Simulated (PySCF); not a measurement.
## Two-dimensional NMR puzzle

Compound of formula C₇H₁₀Si. Correlations simulated from computed shifts and the bond graph:

HSQC (one-bond C–H):
```tsv
δH	δC
7.86	142.7
7.63	136.7
7.51	134.1
7.45	130.4
2.56	25.2
```

COSY cross peaks (H two or three bonds apart, from the bond graph; peaks can be absent where the dihedral angle is near 90°):
```tsv
δH	δH
7.86	7.45
7.63	7.51
7.63	7.45
```

HMBC (two and three bonds, from the bond graph):
```tsv
δH	δC
7.86	150.2, 136.7, 134.6, 130.4
7.63	150.2, 142.7, 134.1, 130.4
7.51	150.2, 136.7, 134.6, 130.4, 25.2
7.45	142.7, 136.7, 134.6, 134.1
4.50	150.2, 142.7, 134.6
2.56	150.2, 134.6, 134.1
```

Carbons without hydrogens: δ 150.2, 134.6.

PySCF 2.14.0 with density-fitted response routines calculation with coordinates at the GFN2-xTB level and PBE0/pcSseg-1 with gauge-including orbitals; a single conformation, relativity neglected, fast rotation and ring inversion assumed for equivalent nuclei, gas phase.

δ = σ(ref) − σ, references computed at the same level: ¹H (σ = 31.72 ppm) and ¹³C (σ = 186.93 ppm) against TMS.

Exchangeable hydrogens are left out of these lists.

Question: Work out the connectivity.

Answer: SMILES c1(C)ccccc1[SiH3].

Mapped SMILES: `[CH3:1][c:2]1[cH:3][cH:4][cH:5][cH:6][c:7]1[SiH3:8]` (H(Xn): hydrogen on atom n).

1. δC 150.2 is C2, a substituted aromatic carbon.
2. δC 142.7 is C6, an aromatic CH (δH 7.86).
3. δC 136.7 is C4, an aromatic CH (δH 7.63).
4. δC 134.6 is C7, a substituted aromatic carbon.
5. δC 134.1 is C3, an aromatic CH (δH 7.51).
6. δC 130.4 is C5, an aromatic CH (δH 7.45).
7. δC 25.2 is C1, a methyl carbon on an aromatic ring (δH 2.56).
8. HMBC from δH 7.86 reaches the proton-free carbons C2, C7.
9. HMBC from δH 7.63 reaches the proton-free carbon C2.
10. HMBC from δH 7.51 reaches the proton-free carbons C2, C7.
11. HMBC from δH 7.45 reaches the proton-free carbon C7.
12. COSY links 7.86–7.45, 7.63–7.51, 7.63–7.45.

The data come from this structure; uniqueness wasn't tested.

Shifts are as computed. Against solution values, carbons near 30 ppm lie about +3 ppm off and those near 130 ppm about +5 ppm. Of 1211 compounds with measured shifts, 218 miss one by over three times the rms of a fit or turn the order of signals round; such compounds aren't used in these exercises.
